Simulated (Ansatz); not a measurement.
A nudged elastic band was laid between two geometries of BrCl2HZn (5 atoms, charge 0, multiplicity 1).

Level of theory: RKS PBE0-D4/def2-SVP in Ansatz 0.2.0.

```yaml
movable_images: 7
climbing_image: from the first iteration
spring: 5.0 eV/Å²
optimiser: fire
start_path: through a guess of the saddle point
force_threshold: 0.05 eV/Å
iteration_limit: 60
end_points: relaxed
```

Initial state:

```xyz
5
Properties=species:S:1:pos:R:3
Zn -0.030 0.000 0.132
Cl 0.522 0.000 2.205
Cl 0.140 0.000 -1.972
Br -2.723 0.000 0.887
H -1.955 0.000 2.105
```

Final state:

```xyz
5
Properties=species:S:1:pos:R:3
Zn -0.889 0.000 -0.245
Cl 0.219 0.000 2.163
Cl 0.645 0.000 -1.700
Br -2.980 0.000 0.650
H -1.041 0.000 2.489
```

What changes between the two ends?

Bonds broken: Zn1–Cl2, Br4–H5. Bonds formed: Zn1–Br4, Cl2–H5.

Give the energies along the band, and the barrier.

The forces met the threshold. The highest image is number 4 of 0 to 8, 11.0 kJ/mol above the first end and 29.2 kJ/mol above the last; the last end lies 18.2 kJ/mol below the first. Another band between the same ends (7 images) ends at a top of the same energy, where a vibrational analysis finds 1 clearly imaginary mode. The orbitals stay closed-shell, which can raise the energy where a bond breaks towards radicals; this wasn't checked here.

```csv
image,path coordinate (Å),energy (kJ/mol),Zn1–Cl2 (Å),Br4–H5 (Å),Zn1–Br4 (Å)
0,0.00,0.0,2.15,1.44,2.80
1,0.18,0.6,2.16,1.45,2.76
2,0.37,2.9,2.18,1.47,2.70
3,0.56,7.3,2.22,1.52,2.61
4,0.76,11.0,2.28,1.63,2.51
5,1.03,2.9,2.39,1.87,2.40
6,1.29,-9.7,2.53,2.14,2.33
7,1.56,-16.3,2.63,2.40,2.29
8,1.83,-18.2,2.65,2.67,2.27
```

What is the geometry of the highest image?


```xyz
5
Properties=species:S:1:pos:R:3
Zn -0.406 0.000 0.031
Cl 0.203 0.000 2.229
Cl 0.350 0.000 -1.941
Br -2.723 0.000 0.998
H -1.469 0.000 2.039
```

The band took 31 iterations and of the order of 9 core-minutes.

Time of the run: 4.7 min on 2 threads of AMD EPYC 9R45 96-Core Processor (Zen 5) (shared host), peak memory 0.28 GiB.
